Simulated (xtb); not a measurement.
Harmonic IR lines of one isomer of C$_{2}$H$_{4}$S$_{3}$, unscaled. Level of theory: GFN2-xTB in xtb.

| wavenumber (cm⁻¹) | relative intensity |
|---|---|
| 66 | 6.5 |
| 279 | 46 |
| 361 | 8.6 |
| 513 | 9.7 |
| 614 | 30 |
| 806 | 8.9 |
| 845 | 5.9 |
| 967 | 4.4 |
| 1092 | 15 |
| 1143 | 11 |
| 1174 | 17 |
| 1303 | 63 |
| 1405 | 12 |
| 2330 | 100 |
| 2985 | 6.0 |
| 3016 | 4.9 |

### Question
Name which structure gives these lines.
A. `S=CCSS`
B. `S=C(S)CS`
C. `SC=C(S)S`

### Answer
A, `S=CCSS`
